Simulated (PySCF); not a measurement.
C₄H₄N (SMILES [c]1ccc[nH]1), doublet, at a GFN2-xTB geometry; PySCF with R2SCAN/6-31G**.

The PySCF input:
```python
from pyscf import gto, scf, dft

mol = gto.Mole()
mol.atom = '''
    H    -0.00306512    0.07735829    2.15139521
    N    -0.00173582    0.06478905    1.14577413
    C    -0.00544177    1.14296516    0.34032033
    C     0.00416020   -1.05198339    0.35633521
    C    -0.00219146    0.77883833   -0.96507126
    C     0.00402130   -0.64308464   -0.94873942
    H     0.00794089   -2.03683772    0.77993376
    H    -0.00387345    1.41173950   -1.82730995
    H     0.00785878   -1.26619621   -1.82150703
'''
mol.basis = '6-31g**'
mol.spin = 1
mol.verbose = 4
mol.build()

mf = dft.UKS(mol)
mf.xc = 'r2scan'
mf = mf.newton()
mf.kernel()
```

Question: What does PySCF print? Leave out banner, timings and long lists.

Answer: 
```
PySCF version 2.14.0

[INPUT] verbose = 4
[INPUT] num. atoms = 9
[INPUT] num. electrons = 35
[INPUT] charge = 0
[INPUT] spin (= nelec alpha-beta = 2S) = 1
[INPUT] symmetry False subgroup None
[INPUT] Mole.unit = angstrom
[INPUT] Symbol           X                Y                Z      unit          X                Y                Z       unit  Magmom
[INPUT]  1 H     -0.003065120000   0.077358290000   2.151395210000 AA   -0.005792237339   0.146185981565   4.065547732601 Bohr   0.0
[INPUT]  2 N     -0.001735820000   0.064789050000   1.145774130000 AA   -0.003280224402   0.122433560371   2.165199306312 Bohr   0.0
[INPUT]  3 C     -0.005441770000   1.142965160000   0.340320330000 AA   -0.010283454933   2.159891122320   0.643112218322 Bohr   0.0
[INPUT]  4 C      0.004160200000  -1.051983390000   0.356335210000 AA    0.007861638623  -1.987960494692   0.673375955439 Bohr   0.0
[INPUT]  5 C     -0.002191460000   0.778838330000  -0.965071260000 AA   -0.004141259213   1.471791139014  -1.823720372089 Bohr   0.0
[INPUT]  6 C      0.004021300000  -0.643084640000  -0.948739420000 AA    0.007599155665  -1.215253844515  -1.792857667379 Bohr   0.0
[INPUT]  7 H      0.007940890000  -2.036837720000   0.779933760000 AA    0.015006107285  -3.849065450984   1.473861201702 Bohr   0.0
[INPUT]  8 H     -0.003873450000   1.411739500000  -1.827309950000 AA   -0.007319759657   2.667801014230  -3.453115350193 Bohr   0.0
[INPUT]  9 H      0.007858780000  -1.266196210000  -1.821507030000 AA    0.014850941873  -2.392764056862  -3.442149420670 Bohr   0.0

nuclear repulsion = 153.581289811242
number of shells = 42
number of NR pGTOs = 163
number of NR cGTOs = 90
basis = 6-31g**
ecp = {}

******** <class 'pyscf.soscf.newton_ah.SecondOrderUKS'> ********
method = SecondOrderUKS
initial guess = minao
damping factor = 0
level_shift factor = 0
DIIS = <class 'pyscf.scf.diis.CDIIS'>
diis_start_cycle = 1
diis_space = 8
diis_damp = 0
SCF conv_tol = 1e-09
SCF conv_tol_grad = None
SCF max_cycles = 50
direct_scf = True
direct_scf_tol = 1e-13
number electrons alpha = 18  beta = 17
XC library pyscf.dft.libxc version 7.1.2
    S. Lehtola, C. Steigemann, M. J. T. Oliveira, and M. A. L. Marques,  SoftwareX 7, 1–5 (2018)
XC functionals = r2scan
    J. W. Furness, A. D. Kaplan, J. Ning, J. P. Perdew, and J. Sun,  J. Phys. Chem. Lett. 11, 8208–8215 (2020)
    J. W. Furness, A. D. Kaplan, J. Ning, J. P. Perdew, and J. Sun,  J. Phys. Chem. Lett. 11, 9248–9248 (2020)
    J. W. Furness, A. D. Kaplan, J. Ning, J. P. Perdew, and J. Sun,  J. Phys. Chem. Lett. 11, 8208–8215 (2020)
    J. W. Furness, A. D. Kaplan, J. Ning, J. P. Perdew, and J. Sun,  J. Phys. Chem. Lett. 11, 9248–9248 (2020)
radial grids:
    Treutler-Ahlrichs [JCP 102, 346 (1995); DOI:10.1063/1.469408] (M4) radial grids

becke partition: Becke, JCP 88, 2547 (1988); DOI:10.1063/1.454033
pruning grids: <function nwchem_prune>
grids dens level: 3
symmetrized grids: False
atomic radii adjust function: <function treutler_atomic_radii_adjust>
small_rho_cutoff = 0
******** <class 'pyscf.dft.uks.UKS'> Newton solver flags ********
SCF tol = 1e-09
conv_tol_grad = None
max. SCF cycles = 50
direct_scf = True
direct_scf_tol = 1e-13
max_cycle_inner = 12
max_stepsize = 0.05
ah_start_tol = 1e+09
ah_level_shift = 0
ah_conv_tol = 1e-12
ah_lindep = 1e-14
ah_start_cycle = 1
ah_max_cycle = 40
ah_grad_trust_region = 2.5
kf_interval = 4
kf_trust_region = 5
canonicalization = True
Set conv_tol_grad to 3.16228e-05
tot grids = 109608

Initial guess E= -209.290422638352  |g|= 0.334256
macro= 0  E= -209.354404774616  delta_E= -0.0639821  |g|= 0.00543263  4 KF 14 JK
macro= 1  E= -209.354424793458  delta_E= -2.00188e-05  |g|= 3.56755e-05  3 KF 12 JK
macro= 2  E= -209.354424793458  delta_E= 0  |g|= 7.36127e-06  1 KF 2 JK
Canonicalize SCF orbitals
macro X = 3  E=-209.354424793458  |g|= 7.36127e-06  total 9 KF 32 JK
converged SCF energy = -209.354424793458  <S^2> = 0.76282062  2S+1 = 2.0127798
```
